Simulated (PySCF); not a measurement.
PySCF input file for CH2N, SMILES C=[N], multiplicity 2, PBE0-D3(BJ)/def2-TZVPD. The structure is a stationary point at PBE0-D3(BJ)/def2-TZVPD. The isomer is the one that the SMILES or the coordinates give; other isomers of the formula were not compared.

```python
import numpy as np
from pyscf import gto, scf, dft
from pyscf.hessian import thermo

mol = gto.M(
    atom='''
    C     0.00000000    0.00000000   -0.50085569
    N    -0.00000000   -0.00000000    0.73587560
    H    -0.00000000    0.93782963   -1.07299755
    H    -0.00000000   -0.93782963   -1.07299755
    ''',
    basis='def2-TZVPD',
    charge=0,
    spin=1,
    max_memory=1600,
    verbose=3,
)
mf = dft.UKS(mol, xc='pbe0').density_fit(auxbasis='def2-universal-jkfit')
mf.disp = 'd3bj'
mf.grids.level = 3
mf.conv_tol = 1e-11
mf.max_cycle = 100
mf.kernel()
fine, coarse = mf.grids, dft.Grids(mol).set(level=1).build(with_non0tab=True)
for _ in range(3):  # follow internal instabilities
    mf.grids = coarse
    mo, _, stable, _ = mf.stability(return_status=True, nroots=4)
    mf.grids = fine
    if stable:
        break
    mf.kernel(mf.make_rdm1(mo, mf.mo_occ))

# [left out here: the lines that compute and print the analytic Hessian (its translational invariance restored by hand, since the grid's response is missing), thermochemistry and intensities]
```

Output:

```

WARN: HOMO -0.217773733383474 >= LUMO -0.217773733383474

converged SCF energy = -93.9048931349805  <S^2> = 0.76243859  2S+1 = 2.0124002
<class 'pyscf.df.df_jk.DFUKS'> wavefunction is stable in the internal stability analysis

WARN: DFTD3 does not support analytical Hessian, using finite difference


WARN: Mole.unit (angstrom) is changed to Bohr

Mode                                 0                   1                   2
Irrep
Freq [cm^-1]                      927.1547            996.6943           1369.0504
Reduced mass [au]                   1.3491              1.3571              1.0764
Force const [Dyne/A]                0.6833              0.7943              1.1887
Char temp [K]                    1333.9691           1434.0212           1969.7587
Normal mode                   x     y     z       x     y     z       x     y     z
       0   C                 0.00  0.13  0.00    0.15 -0.00 -0.00    0.00  0.00 -0.02
       1   N                -0.00 -0.08  0.00   -0.04  0.00  0.00   -0.00 -0.00 -0.07
       2   H                -0.00 -0.23 -0.55   -0.60  0.00  0.00   -0.00  0.35  0.58
       3   H                -0.00 -0.23  0.55   -0.60  0.00 -0.00   -0.00 -0.35  0.58
Mode                                 3                   4                   5
Irrep
Freq [cm^-1]                     1746.2352           2989.1219           3052.2518
Reduced mass [au]                   8.8342              1.0483              1.1121
Force const [Dyne/A]               15.8717              5.5186              6.1042
Char temp [K]                    2512.4436           4300.6809           4391.5108
Normal mode                   x     y     z       x     y     z       x     y     z
       0   C                -0.00  0.00 -0.21   -0.00 -0.00 -0.06    0.00  0.09 -0.00
       1   N                 0.00 -0.00  0.18    0.00  0.00  0.00   -0.00  0.00  0.00
       2   H                 0.00  0.14  0.02    0.00 -0.60  0.34   -0.00 -0.56  0.36
       3   H                 0.00 -0.14  0.02    0.00  0.60  0.34   -0.00 -0.56 -0.36
temperature 298.1500 [K]
pressure 101325.00 [Pa]
Rotational constants [GHz] 285.02226 39.61435 34.78034
Symmetry number 2
Zero-point energy (ZPE) 0.02524 [Eh]   66276.157 [J/mol]
                           tot       elec      trans        rot        vib
Entropy [J/mol/K]       223.957      5.763    150.319     66.851      1.024
Cv [J/mol/K]             29.101      0.000     12.472     12.472      4.158
Cp [J/mol/K]             37.415      0.000     20.786     12.472      4.158
Internal energy [J/mol]                      3718.434   3718.434  66528.797
Internal energy [Eh]   -93.87672  -93.90489
Enthalpy [J/mol]                             6197.391   3718.434  66528.797
Enthalpy [Eh]          -93.87578
Gibbs free energy [J/mol]                  -38620.272 -16213.055  66223.551
Gibbs free energy [Eh] -93.90121
mode   freq/cm-1   IR/(km/mol)
   1      927.15         7.991
   2      996.69        34.747
   3     1369.05        17.734
   4     1746.24         0.862
   5     2989.12         0.066
   6     3052.25         6.949
max |gradient| / (hartree/bohr): 4.6243186268335565e-05
APT charges: [ 0.1092 -0.2494  0.0701  0.0701]
```

The calculation finished and met its thresholds.

Cost: about 70 core-seconds (a rough figure).
